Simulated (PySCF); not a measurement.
HCl$_{2}$Si, doublet, at a GFN2-xTB geometry, with bond 4-2 at 1.6 times its length. Base run: TPSS/def2-SVP (PySCF).

Here is a job for PySCF.
```python
from pyscf import gto, scf, dft

mol = gto.M(
    atom='''
Cl   -1.651288   -0.359436   -0.155579
Si   -0.007925    0.680311    0.398098
Cl    1.659289   -0.318349   -0.159892
H    -0.035359    2.788617   -0.575428
''',
    basis='def2-svp',
    charge=0,
    spin=1,
    verbose=4,
)

mf = dft.UKS(mol)
mf.xc = 'tpss'
mf.kernel()
```

Each row names what was changed in the base input (with any setting that the change needs).

| change | ΔE vs base (mEh) | SCF cycles | <S^2> | outcome |
|---|---|---|---|---|
| base | 0.000 | 12 | 0.809 | converged |
| conv_tol = 1e-12 | 0.000 | 17 | 0.809 | converged |
| diis_space = 12 | 0.000 | 12 | 0.809 | converged |
| diis = off (with mf.max_cycle = 100) | - | 100 | - | not converged |
| init_guess = atom | 0.000 | 12 | 0.809 | converged |
| diis = off; damp = 0.6 (with mf.diis_start_cycle = 200; with mf.max_cycle = 150) | 0.000 | 36 | 0.808 | converged |
| conv_tol_grad = 1e-3 | 0.000 | 12 | 0.809 | converged |
| diis_space = 2 | 0.000 | 33 | 0.809 | converged |
| level_shift = 0.1 (with mf.max_cycle = 100) | 0.000 | 16 | 0.809 | converged |
| init_guess = 1e | 0.000 | 17 | 0.809 | converged |
| level_shift = 0.5 (with mf.max_cycle = 100) | 0.000 | 35 | 0.809 | converged |
| init_guess = vsap | 0.000 | 13 | 0.809 | converged |
| init_guess = huckel | 0.000 | 14 | 0.809 | converged |

Open shells are given as the SCF converged; they aren't shown to be the lowest states, and a large step between rows can be another state.
